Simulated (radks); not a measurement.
Charge is removed step by step from the 3s1/2 level of neutral lanthanum, starting from [Xe] 5d1 6s2. Method: Dirac Kohn-Sham, PBE, spin-unpolarised, spherical densities, point nucleus; open shells fill j = l - 1/2 first; computed with a radial shooting solver on a logarithmic mesh with Libxc functionals.

| removed (e) | E - E(0) (eV) | eigenvalue (eV) | E minus straight line (eV) |
|---|---|---|---|
| 0 | 0.000 | -1317.8 | 0.000 |
| 0.1 | 132.01 | -1322.5 | -2.167 |
| 0.2 | 264.50 | -1327.3 | -3.860 |
| 0.3 | 397.47 | -1332.0 | -5.076 |
| 0.4 | 530.91 | -1336.9 | -5.812 |
| 0.5 | 664.84 | -1341.7 | -6.064 |
| 0.6 | 799.25 | -1346.6 | -5.832 |
| 0.7 | 934.15 | -1351.5 | -5.112 |
| 0.8 | 1069.5 | -1356.4 | -3.901 |
| 0.9 | 1205.4 | -1361.3 | -2.198 |
| 1 | 1341.8 | -1366.3 | 0.000 |

Removing the whole electron costs 1341.8 eV by Delta-SCF, against 1317.8 eV from minus the eigenvalue at the starting occupation. Slater's transition state (half an electron removed) gives 1341.7 eV. Integrating minus the eigenvalue over the occupation (Janak's theorem) gives 1341.8 eV. The mean slope of the eigenvalue, de/dn, is 48.5 eV per electron.
